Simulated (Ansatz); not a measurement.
| atom | x (Å) | y (Å) | z (Å) |
| --- | --- | --- | --- |
| O | 0.0000 | 1.1906 | 0.0000 |
| O | 0.0000 | -1.1906 | 0.0000 |
| Mn | 1.3500 | 0.0000 | 0.0000 |
| F | 2.3606 | 0.0000 | 1.4287 |
| F | 2.3606 | 0.0000 | -1.4287 |
| Mn | -1.3500 | 0.0000 | 0.0000 |
| F | -2.3606 | 0.0000 | 1.4287 |
| F | -2.3606 | 0.0000 | -1.4287 |

Basis set: def2-TZVP on O, F; pcseg-2 on Mn (spherical functions). Charge 0, multiplicity 1.

Computed with Ansatz (development build ahead of 0.2.0); each method stands on the lowest determinant of its kind that the runs found. Restricted functionals stand beside restricted open-shell atoms, which can lie above the unrestricted atoms usual in DFT and then raise those values.

Give the atomization energy at this shape (free ground-state atoms in the same class of orbitals less the molecule, no zero-point energy) of singlet Mn₂O₂F₄ by ωB97X (unrestricted), PBE0 (unrestricted), PBE0 (restricted), RHF.

```json
{"method": "ωB97X (unrestricted)", "atomization energy": "26.98 eV"}
{"method": "PBE0 (unrestricted)", "atomization energy": "26.63 eV"}
{"method": "PBE0 (restricted)", "atomization energy": "23.45 eV"}
{"method": "RHF", "atomization energy": "0.91 eV"}
```

Caution: another spin multiplicity may lie lower. Caution for ωB97X (unrestricted), PBE0 (unrestricted): the unrestricted determinant is a mixture of spin states. Caution for PBE0 (restricted): an unrestricted determinant lies well below. Caution for RHF: in another basis set an unrestricted determinant lies well below.

The shape needn't be a minimum at these levels.
